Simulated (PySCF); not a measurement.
# Frontier orbitals and the lowest excitations

Ti(OH)2Cl2 (singlet state).
Z-matrix (Å and degrees, PBE0-D3(BJ)/def2-SVP geometry), rows numbered from 1:
```
Ti
O   1  1.7328
H   2  0.9598  1  160.72
O   1  1.7379  2  110.85  3   -31.60
H   4  0.9603  1  152.03  2    21.05
Cl  1  2.1946  2  109.56  3  -152.45
Cl  1  2.1940  2  108.54  3    87.41
```

Theory: TDDFT wB97X-D/def2-SVPD, vertical, gas phase, core orbitals frozen in the response (PySCF).

Frontier orbitals with the atoms that hold most of them (Löwdin shares over 4%, at most four atoms; ? is withheld):

```json
{"orbital": "HOMO-3", "ε (eV)": "-11.71", "atoms": "Cl7 44%, Cl6 41%, Ti1 10%"}
{"orbital": "HOMO-2", "ε (eV)": "-11.13", "atoms": "Cl7 41%, Cl6 40%, O4 8%, O2 7%"}
{"orbital": "HOMO-1", "ε (eV)": "-10.94", "atoms": "?"}
{"orbital": "HOMO", "ε (eV)": "?", "atoms": "Cl6 48%, Cl7 45%"}
{"orbital": "LUMO", "ε (eV)": "-0.92", "atoms": "?"}
{"orbital": "LUMO+1", "ε (eV)": "-0.73", "atoms": "Ti1 76%, O2 7%, O4 7%, Cl7 5%"}
{"orbital": "LUMO+2", "ε (eV)": "-0.29", "atoms": "Ti1 69%, Cl6 12%, O4 6%, O2 6%"}
```

Q: Give the leading atoms of the LUMO.

A: Ti1 (bonded to 2 Cl and 2 O) 76%; Cl6 (bonded to Ti) 9%; Cl7 (bonded to Ti) 9%. By element: titanium 76%, chlorine 17%.

Q: Give the leading atoms of the HOMO-1.

A: Cl6 (bonded to Ti) 43%; Cl7 (bonded to Ti) 40%; O4 (bonded to Ti and H) 7%; O2 (bonded to Ti and H) 7%. By element: chlorine 83%, oxygen 14%.

Q: What is the HOMO energy, and the HOMO–LUMO gap?

A: ε(HOMO) = -10.76 eV; the gap is 9.84 eV (0.3615 hartree).

Q: The HOMO–LUMO gap is 9.84 eV. Where does the response calculation put the lowest singlet, and from which orbitals?

A: S1 is at 4.91 eV (f = 0.0000), 4.93 eV below the gap, made of HOMO-1→LUMO (99%). Its leading pair isn't HOMO and LUMO; the energies of that pair differ by 10.01 eV. Without the coupling terms of the response equations the lowest excitation would equal the gap.

Q: Give energy, strength and leading configuration of S1, S5 and S6, and follow the Löwdin shares of the leading atoms from the occupied to the empty orbital.

A: 
- S1 (4.91 eV, f 0.0000), HOMO-1→LUMO (99%): Cl6 43% → 9%, Cl7 40% → 9%, Ti1 at most 4% → 76%; the Löwdin share of titanium is at most 4% in HOMO-1 and 76% in LUMO (ligand-to-metal charge transfer by this measure)
- S5 (5.31 eV, f 0.010), HOMO-1→LUMO+1 (82%): Cl6 43% → at most 5%, Cl7 40% → 5%, Ti1 at most 4% → 76%, O2 7% → 7%; the Löwdin share of titanium is at most 4% in HOMO-1 and 76% in LUMO+1 (ligand-to-metal charge transfer by this measure)
- S6 (5.49 eV, f 0.041), HOMO-2→LUMO+1 (72%): Cl7 41% → 5%, Cl6 40% → at most 5%, Ti1 at most 5% → 76%, O2 7% → 7%; the Löwdin share of titanium is at most 5% in HOMO-2 and 76% in LUMO+1 (ligand-to-metal charge transfer by this measure)
